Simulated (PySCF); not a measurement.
Atoms are numbered as in `[CH3:1][CH2:2][C:3]([CH3:4])=[C:5]([CH3:6])[CH3:7]`; H(Xn) means a hydrogen on atom n.

Relativity neglected, one conformer, rapidly exchanging positions averaged, gas phase. Structure optimised with GFN2-xTB; GIAO PBE0/pcSseg-1 shieldings; PySCF 2.14.

Question: Predict the 2D correlation tables (HSQC, COSY, HMBC).

Answer: 

HSQC (one-bond C–H):
| δH | δC |
| --- | --- |
| 2.14 (H(C2)) | 33.3 (C2) |
| 1.82 (H(C7)) | 23.1 (C7) |
| 1.73 (H(C4)) | 22.2 (C4) |
| 1.66 (H(C6)) | 22.6 (C6) |
| 0.95 (H(C1)) | 16.0 (C1) |

COSY cross peaks (H two or three bonds apart, from the bond graph; peaks can be absent where the dihedral angle is near 90°):
| δH | δH |
| --- | --- |
| 2.14 (H(C2)) | 0.95 (H(C1)) |

HMBC (two and three bonds, from the bond graph; two-bond peaks within aromatic rings are usually weak or absent):
| δH | δC |
| --- | --- |
| 2.14 (H(C2)) | 138.3 (C3), 131.9 (C5), 22.2 (C4), 16.0 (C1) |
| 1.82 (H(C7)) | 138.3 (C3), 131.9 (C5), 22.6 (C6) |
| 1.73 (H(C4)) | 138.3 (C3), 131.9 (C5), 33.3 (C2) |
| 1.66 (H(C6)) | 138.3 (C3), 131.9 (C5), 23.1 (C7) |
| 0.95 (H(C1)) | 138.3 (C3), 33.3 (C2) |

δ = σ(ref) − σ, references computed at the same level: TMS for 1H (31.72 ppm) and 13C (186.93 ppm).

Short H···H contacts in this conformer between protons four or more bonds apart (candidates for NOE cross peaks, intensity ∝ r⁻⁶): H(C2)···H(C7) 2.06 Å, H(C2)···H(C4) 2.30 Å, H(C4)···H(C6) 2.36 Å, H(C6)···H(C7) 2.51 Å, H(C1)···H(C4) 2.63 Å, H(C1)···H(C7) 2.67 Å.

Shifts are as computed. Against solution values, carbons near 30 ppm lie about +3 ppm off and those near 130 ppm about +5 ppm (rms about the fit 2.1 ppm; single classes can miss by 10 ppm). Of 1328 compounds with measured shifts, 309 miss one by over three times the rms of a fit or turn the order of signals round; such compounds aren't used in these exercises. Signals without a measured value on file couldn't be tested in this way; 1H shifts scatter by 0.2 ppm about their fit, and single ones miss by 0.5 ppm.
